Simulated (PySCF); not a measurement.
Species: C4H10BN.
Structure used (PBE0-D3(BJ)/def2-SVP), in Å, numbered top down from 1:
```xyz
16
C4H10BN angstrom
C      2.9898   -0.2120    0.0303
C      1.6980   -0.5738    0.0674
B      0.5733    0.4843    0.2740
N     -0.7977    0.1962    0.3232
C     -1.7894    1.2270    0.5168
C     -1.3718   -1.1207    0.1928
H      3.8031   -0.9316   -0.1164
H      3.2845    0.8370    0.1478
H      1.4816   -1.6435   -0.0573
H      0.8930    1.6487    0.4031
H     -2.4954    1.2676   -0.3328
H     -1.3010    2.2045    0.6115
H     -2.3857    1.0421    1.4291
H     -2.0656   -1.1685   -0.6659
H     -1.9488   -1.3937    1.0949
H     -0.5927   -1.8769    0.0446
```

Linear response at wB97X-D/def2-SVPD (PySCF, frozen core in the response, non-relativistic).

Static isotropic polarisability: 77.17 au (11.44 Å³), principal values 54.6, 70.4, 106.5 au.

Task: What is the polarisability at 1064 nm and at the sodium D line?

Result: 78.09 au at 1064 nm (+1.2 %), 80.33 au at 589.3 nm (+4.1 %). The rise at 589.3 nm is 3.45 times that at 1064 nm; a pure ω² law gives 3.26. The lowest singlet lies at 205 nm, shorter than both wavelengths.

Task: What is the isotropic C6 coefficient between two such molecules, C6 = (3/π)∫α(iω)² dω?

Result: 2259 au (Eh·bohr⁶) by a ten-point quadrature over imaginary frequencies, which is 1350 eV·Å⁶ or 130 J·nm⁶/mol.

Task: Which effective excitation energy ω̄ makes London's formula C6 = (3/4)α²ω̄ exact here?

Result: ω̄ = 4·C6/(3α²) = 0.506 Eh = 13.8 eV. A one-pole form α(ω) = α/(1 − ω²/ω̄²) fitted to the 1064 nm value gives 10.8 eV. London's choice of the ionisation energy (8.85 eV, ΔSCF at the same level) gives C6 = 1450 au, 36 % too low.

Task: The lowest 10 singlets have (eV, f): 6.05, 0.582; 6.31, 0.001; 6.91, 0.023; 7.20, 0.059; 7.70, 0.014; 7.78, 0.009; 7.87, 0.003; 8.07, 0.006; 8.33, 0.033; 8.36, 0.000. What share of the static polarisability do they carry in the sum over states α = Σ f/ω²?

Result: 13.72 au, 17.8 % of α; the largest term, 11.76 au, is that of the state at 6.05 eV. Their oscillator strengths add up to 0.73. Higher states carry the rest.

Task: What n − 1 at the D line would an ideal gas of it have at 273.15 K and 1 atm (2.6868 × 10¹⁹ cm⁻³), by n − 1 = 2π·N·α′?

Result: 20.10 × 10⁻⁴, a formal value whether or not that pressure can be reached.

Task: How anisotropic is the static polarisability, by Δα² = ½[(α1 − α2)² + (α2 − α3)² + (α3 − α1)²]?

Result: Δα = 46.0 au, or 0.60 of the isotropic value.

Task: How many electrons N does the Slater–Kirkwood formula C6 = (3/4)·√N·α^(3/2) need to give this C6?

Result: N = (4·C6/3)²/α³ = 19.7; the species has 46 electrons in all.

Task: What molar refraction at the D line follows from R = (4π/3)·N_A·α′, with α′ the polarisability volume?

Result: α′ = 11.90 Å³ gives R = 30.03 cm³/mol, for isolated, non-vibrating species.

One conformer stands for the species.

Note: wB97X-D ran without an empirical dispersion term, which enters the total energy and its gradient alone.
